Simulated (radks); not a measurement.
Initial-state core-level shifts of neutral selenium when its valence configuration changes from [Ar] 3d10 4s2 4p4. All-electron calculation, Dirac Kohn-Sham, PBE, spin-unpolarised, spherical densities, point nucleus; open shells are shared between the two j in proportion to 2j + 1. Program: a radial shooting solver on a logarithmic mesh with Libxc functionals. Shifts are changes of the shell-averaged eigenvalues in eV (positive: less bound).

valence                1s       2s       2p       3s
3d9.5 4s2 4p4.5    -6.881   -7.638   -7.579   -5.993
3d10 4p6           -3.254   -3.150   -3.140   -3.199
3d10 4s1 4p5       -1.665   -1.612   -1.607   -1.634
3d9 4s2 4p5       -13.981  -15.539  -15.421  -12.071
3d10 4s1.5 4p4.5   -0.843   -0.816   -0.813   -0.827
3d8 4s2 4p6       -28.824  -32.105  -31.868  -24.458
3d9.5 4s1.5 4p5    -7.692   -8.426   -8.364   -6.788
